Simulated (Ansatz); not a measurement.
This geometry of ClH5HfO4 (11 atoms, charge 0, multiplicity 1) is a first-order saddle point.

Theory: RKS B3LYP-D4/def2-SVP in Ansatz.

```xyz
11
Properties=species:S:1:pos:R:3
Hf 0.296 0.154 -0.082
Cl -1.024 0.898 2.567
O 1.667 -0.106 -1.421
H 2.095 -0.517 -2.173
O -0.990 1.348 -0.894
H -1.789 1.865 -1.000
O -0.389 -1.619 0.275
H -0.979 -2.269 0.660
O 1.436 0.989 1.423
H 2.349 1.256 1.577
H 0.367 1.099 2.298
```

(1) Which two structures does it join? (They come from a converged band through this point; their orientation in space is the band's.)

(2) How far does it lie above each of them?

Results:

(1) Bonds broken: Hf1–Cl2, O9–H11. Bonds formed: Cl2–H11. ClH5HfO4 becomes ClH + H4HfO4.

Initial state:

```xyz
11
Properties=species:S:1:pos:R:3
Hf -0.096 0.015 0.312
Cl -0.384 -0.149 2.734
O 1.752 -0.172 -0.417
H 2.093 -0.870 -0.985
O -1.231 1.298 -0.576
H -1.644 1.969 -1.119
O -0.796 -1.703 -0.216
H -1.277 -2.509 -0.403
O 1.232 1.840 1.095
H 2.094 1.559 0.741
H 1.297 1.820 2.062
```

Final state:

```xyz
11
Properties=species:S:1:pos:R:3
Hf 0.409 0.099 -0.239
Cl -1.086 1.091 3.023
O 1.724 -0.206 -1.624
H 2.162 -0.462 -2.436
O -0.927 1.341 -0.878
H -1.699 1.900 -0.971
O -0.372 -1.591 0.283
H -0.918 -2.258 0.701
O 1.371 0.899 1.323
H 2.253 1.183 1.582
H 0.122 1.102 2.466
```

(2) 0.89 eV above the first and 0.05 eV above the second. This is the barrier of this one path; another mechanism may lie lower. The orbitals stay closed-shell, which can raise the energy where a bond breaks towards radicals; this wasn't checked here.

Run time: 6.8 min on 4 threads of Arm Neoverse V2, on a shared host, peak memory 0.37 GiB.
